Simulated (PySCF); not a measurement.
CH$_{3}$O$_{2}$, charge +1, singlet, at a GFN2-xTB geometry; CCSD(T)/def2-SVP run with PySCF.

The PySCF input:
```python
from pyscf import gto, scf, cc

mol = gto.M(
    atom='''
O    -1.05434669   -0.40745506   -0.12561844
C    -0.10444344    0.40406092   -0.04683357
O     1.11194808    0.18461227    0.15144752
H    -0.91558100   -1.37692343   -0.02991756
H    -0.37817902    1.46306326   -0.16957957
H     1.45960960   -0.72776304    0.27386588
''',
    basis='def2-svp',
    charge=1,
    verbose=4,
)

mf = scf.RHF(mol)
mf.kernel()

mycc = cc.CCSD(mf)
mycc.kernel()
et = mycc.ccsd_t()
print('E(CCSD(T)) = %.10f' % (mycc.e_tot + et))
```

**Question.** Write the output that PySCF gives for this input, abridged.

**Answer.** 
```
PySCF version 2.14.0

[INPUT] verbose = 4
[INPUT] num. atoms = 6
[INPUT] num. electrons = 24
[INPUT] charge = 1
[INPUT] spin (= nelec alpha-beta = 2S) = 0
[INPUT] symmetry False subgroup None
[INPUT] Mole.unit = angstrom
[INPUT] Symbol           X                Y                Z      unit          X                Y                Z       unit  Magmom
[INPUT]  1 O     -1.054346690000  -0.407455060000  -0.125618440000 AA   -1.992426484442  -0.769978471468  -0.237384447795 Bohr   0.0
[INPUT]  2 C     -0.104443440000   0.404060920000  -0.046833570000 AA   -0.197369497107   0.763564476440  -0.088502620736 Bohr   0.0
[INPUT]  3 O      1.111948080000   0.184612270000   0.151447520000 AA    2.101277335936   0.348866629534   0.286194335045 Bohr   0.0
[INPUT]  4 H     -0.915581000000  -1.376923430000  -0.029917560000 AA   -1.730197334855  -2.602008177197  -0.056535994715 Bohr   0.0
[INPUT]  5 H     -0.378179020000   1.463063260000  -0.169579570000 AA   -0.714654773856   2.764788864313  -0.320458943622 Bohr   0.0
[INPUT]  6 H      1.459609600000  -0.727763040000   0.273865880000 AA    2.758262392786  -1.375272829181   0.517531508063 Bohr   0.0

nuclear repulsion = 78.4173258342373
number of shells = 27
number of NR pGTOs = 93
number of NR cGTOs = 57
basis = def2-svp
ecp = {}

******** <class 'pyscf.scf.hf.RHF'> ********
method = RHF
initial guess = minao
damping factor = 0
level_shift factor = 0
DIIS = <class 'pyscf.scf.diis.CDIIS'>
diis_start_cycle = 1
diis_space = 8
diis_damp = 0
SCF conv_tol = 1e-09
SCF conv_tol_grad = None
SCF max_cycles = 50
direct_scf = True
direct_scf_tol = 1e-13
Set gradient conv threshold to 3.16228e-05
Initial guess from minao.
init E= -189.850179357957
  HOMO = -0.480972741453654  LUMO = 0.0501338636687274  gap/eV = 14.45215
cycle= 1 E= -188.811381123258  delta_E= 1.04  |g|= 0.67  |ddm|= 2.28
  HOMO = -0.840447243049286  LUMO = -0.205029384823458  gap/eV = 17.29060
cycle= 2 E= -188.899099025426  delta_E= -0.0877  |g|= 0.289  |ddm|= 0.657
  HOMO = -0.835079185308911  LUMO = -0.127771738353045  gap/eV = 19.24682
cycle= 3 E= -188.915102236196  delta_E= -0.016  |g|= 0.0597  |ddm|= 0.239
  HOMO = -0.817733726571431  LUMO = -0.117723973267994  gap/eV = 19.04824
cycle= 4 E= -188.915912618697  delta_E= -0.00081  |g|= 0.0138  |ddm|= 0.0556
  HOMO = -0.821978713871123  LUMO = -0.120400577160375  gap/eV = 19.09091
cycle= 5 E= -188.915973810963  delta_E= -6.12e-05  |g|= 0.00288  |ddm|= 0.0179
  HOMO = -0.821497945920181  LUMO = -0.119772295228382  gap/eV = 19.09493
cycle= 6 E= -188.915977327906  delta_E= -3.52e-06  |g|= 0.000737  |ddm|= 0.00431
  HOMO = -0.821646616780936  LUMO = -0.119869479780603  gap/eV = 19.09633
cycle= 7 E= -188.915977625254  delta_E= -2.97e-07  |g|= 0.000202  |ddm|= 0.00135
  HOMO = -0.821667943301682  LUMO = -0.119850852936099  gap/eV = 19.09742
cycle= 8 E= -188.915977650662  delta_E= -2.54e-08  |g|= 4.2e-05  |ddm|= 0.000354
  HOMO = -0.821676548666473  LUMO = -0.119858296031874  gap/eV = 19.09745
cycle= 9 E= -188.915977651625  delta_E= -9.62e-10  |g|= 5.58e-06  |ddm|= 7.05e-05
  HOMO = -0.821676584495865  LUMO = -0.119857840142288  gap/eV = 19.09746
Extra cycle  E= -188.915977651638  delta_E= -1.37e-11  |g|= 2.13e-06  |ddm|= 8.16e-06
converged SCF energy = -188.915977651638

******** <class 'pyscf.cc.ccsd.CCSD'> ********
CC2 = 0
CCSD nocc = 12, nmo = 57
max_cycle = 50
direct = 0
conv_tol = 1e-07
conv_tol_normt = 1e-05
diis_space = 6
diis_start_cycle = 0
diis_start_energy_diff = 1e+09
Init t2, MP2 energy = -189.412597015682  E_corr(MP2) -0.496619364043383
Init E_corr(CCSD) = -0.496619364045162
cycle = 1  E_corr(CCSD) = -0.497919010915927  dE = -0.00129964687  norm(t1,t2) = 0.0615173
cycle = 2  E_corr(CCSD) = -0.511237065705785  dE = -0.0133180548  norm(t1,t2) = 0.0199189
cycle = 3  E_corr(CCSD) = -0.511525509492787  dE = -0.000288443787  norm(t1,t2) = 0.0112851
cycle = 4  E_corr(CCSD) = -0.513978460444454  dE = -0.00245295095  norm(t1,t2) = 0.00508761
cycle = 5  E_corr(CCSD) = -0.51380300292384  dE = 0.000175457521  norm(t1,t2) = 0.000883835
cycle = 6  E_corr(CCSD) = -0.513754958695074  dE = 4.80442288e-05  norm(t1,t2) = 0.000189091
cycle = 7  E_corr(CCSD) = -0.513753968868635  dE = 9.89826439e-07  norm(t1,t2) = 5.37524e-05
cycle = 8  E_corr(CCSD) = -0.513756446634268  dE = -2.47776563e-06  norm(t1,t2) = 1.43308e-05
cycle = 9  E_corr(CCSD) = -0.51375587883807  dE = 5.67796198e-07  norm(t1,t2) = 4.11386e-06
cycle = 10  E_corr(CCSD) = -0.51375573966764  dE = 1.39170431e-07  norm(t1,t2) = 1.31367e-06
cycle = 11  E_corr(CCSD) = -0.513755743544846  dE = -3.877206e-09  norm(t1,t2) = 3.54705e-07
CCSD converged
E(CCSD) = -189.4297333951833  E_corr = -0.5137557435448457
CCSD(T) correction = -0.0139123654943177
E(CCSD(T)) = -189.4436457607
```
